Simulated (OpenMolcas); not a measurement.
## neutral tantalum: effect of correlating more closed shells

| Quantity | Value |
| --- | --- |
| Program | OpenMolcas |
| Basis | ANO-RCC-VQZP [9s8p6d4f3g2h] |
| Scalar Hamiltonian | DKH2, point nucleus |
| Active space | 3 electrons in 5 orbitals (5d) |
| State averaging | 2S+1 = 4 even, 10 roots; 2S+1 = 2 even, 40 roots |
| Spin-orbit coupling | state interaction with AMFI integrals over the reference wave functions, term energies averaged over their components |

Methods on the same reference wave functions:
A. CASSCF
B. MS-CASPT2, IPEA 0.25 Eh, imaginary shift 0.1 Eh (closed shells correlated: 5s 5p 6s)
C. MS-CASPT2, IPEA 0.25 Eh, imaginary shift 0.1 Eh (closed shells correlated: 4f 5s 5p 6s)

Energies in eV above 5d3 6s2 4F 3/2, the measured ground level; measured values from NIST Handbook of Basic Atomic Spectroscopic Data.

| Level | A | B | C | Measured |
| --- | --- | --- | --- | --- |
| 5d3 6s2 4F 3/2 | 0.0000 | 0.0000 | 0.0000 | 0.0000 |
| 5d3 6s2 4F 5/2 | 0.2563 | 0.292 | 0.291 | 0.2492 |
| 5d3 6s2 4F 7/2 | 0.5303 | 0.561 | 0.560 | 0.4915 |
| 5d3 6s2 4F 9/2 | 0.7885 | 0.776 | 0.777 | 0.6969 |
| 5d3 6s2 4P 1/2 [67 %] | 1.4007 | 1.077 | 1.064 | 0.7500 |
| 5d3 6s2 2G 7/2 | 1.6210 | 1.300 | 1.310 |  |
| 5d3 6s2 4P 5/2 | 1.7721 | 1.486 | 1.466 | 1.1473 |
| 5d3 6s2 2P 1/2 [67 %] | 2.1347 | 1.672 | 1.670 |  |
| 5d3 6s2 2H 11/2 | 2.2636 | 1.967 | 1.973 |  |
| 5d3 6s2 2D 5/2(1) | 2.4803 | 1.955 | 1.959 |  |
| 5d3 6s2 2P 3/2 [58 %] | 2.7279 | 2.213 | 2.220 |  |
| 5d3 6s2 2F 7/2 | 3.2492 | 2.558 | 2.544 |  |
| 5d3 6s2 2F 5/2 | 3.2802 | 2.564 | 2.549 |  |
| 5d3 6s2 2D 5/2(2) | 4.8833 | 3.864 | 3.852 |  |
| 5d3 6s2 2D 3/2(2) | 4.9313 | 3.900 | 3.884 |  |

Deviations, from unrounded energies. A percentage is the sum of absolute deviations over the sum of measured energies, with the sign that they share, or ± where signs differ.

```csv
Against measurement,Levels,A,B,C
mean absolute deviation (cm-1),5,2300,1400,1300
fine structure of the ground term (%),3,+9.6,+13.3,+13.3
other terms of the ground configuration (%),2,+67.2,+35.0,+33.3
```

B, C lie about equally close to measurement and A furthest from it. The largest miss of C in the table is 5d3 6s2 4P 5/2, by +2600 cm-1. The ranking rests on the paired levels alone, and a cruder setting can come out closer through cancelling errors.

Between B and C the level of the table that moves most is 5d3 6s2 4P 5/2, by 160 cm-1 (lowest in C, highest in B). Moves below CASPT2's spread within the term are not significant.

The mean deviations of B to C differ by less than CASPT2's widest spread within a term (1100 cm-1), so their order carries little weight.

From A to B the spin-free energies of the other terms of 5d3 6s2 shown, above 4F, scale by factors of 0.63 to 0.78.

The lowest spin-free term lies below A's lowest term by 0.357 hartree in B, 1.359 hartree in C.

What an inner shell adds also hangs on whether the basis holds functions to correlate it.

Term energies are means over components that CASPT2 splits; among the terms shown or strongly mixed into the levels shown the widest spread is 1100 cm-1 (5d3 6s2 4F, C). With the s shell closed, the reference lacks s² → p², s² → d² and s → d mixing, so excited terms can stand far too high and out of order, with CASPT2 too. The CASPT2 spread within a term exceeds the gap to the next term for 5d3 6s2 2G and 5d3 6s2 4P, so the order of their levels is uncertain (figures for B; the like holds for C). Without dynamic correlation excited terms often stand tens of per cent too high (terms of higher spin than the ground term too low), and those without a measured partner can miss by more than the paired ones (holds for A). Some terms miss by over 15 % even with CASPT2, which points to a basis or an active space too small for the shells correlated (holds for B; C). Computed and measured levels are paired by configuration, term and J; levels that our copy of the source lacks, or whose pairing is in doubt (as where it misses far off the trend of its configuration), stay unpaired and out of the deviations. Levels of configurations outside the active space are missing. The table leaves out levels that lie high or whose names do not pair safely across all columns.

A share in square brackets marks a mixed level and gives the weight of the term that names it, the lowest over the columns. A number in round brackets counts repeated terms of one configuration in the order of the reference energies.
